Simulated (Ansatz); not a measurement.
C₂H₆O₂Si, SMILES O[SiH]1COC1.

Coordinates come from a PBE0-D3(BJ)/def2-SVP optimisation. This is a generated structure with no PubChem entry under its InChIKey; it may be hypothetical. One conformer was computed; it need not be the lowest.

Two levels are set side by side: PBE/def2-SVPD (Ansatz, a first-principles code) and PBE0/def2-SVPD (Ansatz). Energy differences of separate SCF runs at the same geometry; the states with an electron removed or added have multiplicity 2 and 2. Differences are taken from unrounded values.

```
quantity                           PBE0
---------------------------------  ----
vertical ionisation energy (eV)    9.31
vertical singlet–triplet gap (eV)  5.89
```

Question: What does PBE give, and how far is it from PBE0? (The exact figures need the calculation; the answer reports its results.)

Answer: 
```csv
quantity,PBE,PBE minus PBE0
vertical ionisation energy (eV),9.05,-0.26
vertical singlet–triplet gap (eV),5.42,-0.48
```
